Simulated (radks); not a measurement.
Results of a calculation; reference values are marked as such.
Q: Ionisation of Li+, [He], to Li2+, 1s1, under several functionals. Non-relativistic Kohn-Sham, spin-polarised, spherical densities, point nucleus; open shells are filled with parallel spins first; a radial shooting solver on a logarithmic mesh with Libxc functionals. Known Delta-SCF values: r2SCAN 75.687 eV; SOGGA 74.438 eV. What does AM05 give, and what is its highest occupied eigenvalue?

A: 74.830 eV by Delta-SCF; the 1s eigenvalue is -59.613 eV. NIST: 75.640 eV (theoretical).
